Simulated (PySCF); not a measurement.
**`C#C[C@H]1C=C[C@@H](F)C1`, C7H7F**

Geometry:
```tsv
atom	x (Å)	y (Å)	z (Å)
C1	2.970	-0.696	0.171
C2	1.780	-0.751	0.051
C3	0.337	-0.791	-0.079
C4	-0.362	-0.431	1.208
C5	-1.324	0.455	1.026
C6	-1.448	0.854	-0.416
F7	-1.474	2.230	-0.566
C8	-0.205	0.250	-1.084
H9	4.013	-0.652	0.270
H10	0.048	-1.807	-0.380
H11	-0.077	-0.886	2.140
H12	-1.973	0.874	1.774
H13	-2.391	0.501	-0.858
H14	-0.425	-0.188	-2.056
H15	0.527	1.047	-1.221
```

Level of theory: TDDFT CAM-B3LYP/aug-cc-pVDZ circular dichroism and optical rotation, one conformer, gas phase in PySCF 2.14.0. Geometry: GFN2-xTB.

Problem. Draw the ECD and absorption spectra from the lowest 8 states, each a Gaussian of half-width 0.35 eV at 1/e height.

Solution. 
```csv
E (eV),λ (nm),Δε (L mol⁻¹ cm⁻¹),ε (L mol⁻¹ cm⁻¹)
6.00,207,-0.16,33.6
6.15,202,-0.47,152
6.30,197,-0.90,513
6.45,192,-0.68,1370
6.60,188,+1.62,3180
6.75,184,+6.77,6720
6.90,180,+13.40,12200
7.05,176,+18.17,17400
7.20,172,+18.19,18300
```
Δε uses R in velocity form, ε uses f in length form. Only the states computed contribute, so the short-wavelength end is incomplete.
